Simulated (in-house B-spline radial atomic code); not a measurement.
Zr⁴⁺. Computed with a B-spline radial atomic code. Model: all-electron spherical atom, spin shells full or empty, radial basis limit, no spin-orbit coupling, Breit or QED, empty-state partial waves extrapolated as (l+1/2)^-4, RPA, G0W0 and static COHSEX of the highest shell as one setting changes (uncorrelated shells keep exact exchange).

Empty levels are discrete states of a finite basis, so the steps are uneven.

Given: element Zr; charge 4; filled core Ar; hamiltonian one-electron scalar X2C; mean-field start PBE; highest l of empty states 9; nuclear rms radius 4.2694 fm; lowest nl shells left uncorrelated 4; highest mean-field shell 4p; box radius 11.96 bohr.

Shell: 3d 5 5, 4s 1 1, 4p 3 3 (electrons up and down).

```json
{"highest empty level kept (hartree)": "8.33", "RPA correlation energy (hartree)": "-0.65108", "G0W0 level (eV)": "-80.445", "G0W0 minus most complete (meV)": "549.7", "COHSEX level (eV)": "-82.646", "linearised minus solved G0W0 (meV)": "-17.3"}
{"highest empty level kept (hartree)": "16.67", "RPA correlation energy (hartree)": "-0.88492", "G0W0 level (eV)": "-80.66", "G0W0 minus most complete (meV)": "334.8", "COHSEX level (eV)": "-83.181", "linearised minus solved G0W0 (meV)": "-18.3"}
{"highest empty level kept (hartree)": "29.17", "RPA correlation energy (hartree)": "-1.1214", "G0W0 level (eV)": "-80.795", "G0W0 minus most complete (meV)": "200.4", "COHSEX level (eV)": "-83.532", "linearised minus solved G0W0 (meV)": "-19"}
{"highest empty level kept (hartree)": "50", "RPA correlation energy (hartree)": "-1.3422", "G0W0 level (eV)": "-80.883", "G0W0 minus most complete (meV)": "111.8", "COHSEX level (eV)": "-83.769", "linearised minus solved G0W0 (meV)": "-19.5"}
{"highest empty level kept (hartree)": "83.33", "RPA correlation energy (hartree)": "-1.4958", "G0W0 level (eV)": "-80.937", "G0W0 minus most complete (meV)": "57.8", "COHSEX level (eV)": "-83.929", "linearised minus solved G0W0 (meV)": "-19.8"}
{"highest empty level kept (hartree)": "150", "RPA correlation energy (hartree)": "-1.593", "G0W0 level (eV)": "-80.965", "G0W0 minus most complete (meV)": "30.1", "COHSEX level (eV)": "-84.022", "linearised minus solved G0W0 (meV)": "-19.9"}
{"highest empty level kept (hartree)": "250", "RPA correlation energy (hartree)": "?", "G0W0 level (eV)": "?", "G0W0 minus most complete (meV)": "?", "COHSEX level (eV)": "?", "linearised minus solved G0W0 (meV)": "?"}
{"highest empty level kept (hartree)": "500", "RPA correlation energy (hartree)": "-1.6806", "G0W0 level (eV)": "-80.991", "G0W0 minus most complete (meV)": "3.6", "COHSEX level (eV)": "-84.106", "linearised minus solved G0W0 (meV)": "-20.1"}
{"highest empty level kept (hartree)": "1000", "RPA correlation energy (hartree)": "-1.6881", "G0W0 level (eV)": "-80.994", "G0W0 minus most complete (meV)": "0.9", "COHSEX level (eV)": "-84.114", "linearised minus solved G0W0 (meV)": "-20.1"}
{"highest empty level kept (hartree)": "2083.3", "RPA correlation energy (hartree)": "-1.6893", "G0W0 level (eV)": "-80.995", "G0W0 minus most complete (meV)": "0.2", "COHSEX level (eV)": "-84.117", "linearised minus solved G0W0 (meV)": "-20.1"}
{"highest empty level kept (hartree)": "5000", "RPA correlation energy (hartree)": "?", "G0W0 level (eV)": "?", "G0W0 minus most complete (meV)": "?", "COHSEX level (eV)": "?", "linearised minus solved G0W0 (meV)": "?"}
{"highest empty level kept (hartree)": "16667", "RPA correlation energy (hartree)": "-1.6897", "G0W0 level (eV)": "-80.995", "G0W0 minus most complete (meV)": "0", "COHSEX level (eV)": "-84.118", "linearised minus solved G0W0 (meV)": "-20.1"}
```

Task: What follows for highest empty level kept = 5000?

Result: RPA correlation energy -1.6896 hartree; G0W0 level -80.995 eV; G0W0 minus most complete 0 meV; COHSEX level -84.118 eV; linearised minus solved G0W0 -20.1 meV.

Task: What follows for highest empty level kept = 250?

Result: RPA correlation energy -1.6477 hartree; G0W0 level -80.98 eV; G0W0 minus most complete 14.6 meV; COHSEX level -84.071 eV; linearised minus solved G0W0 -20 meV.
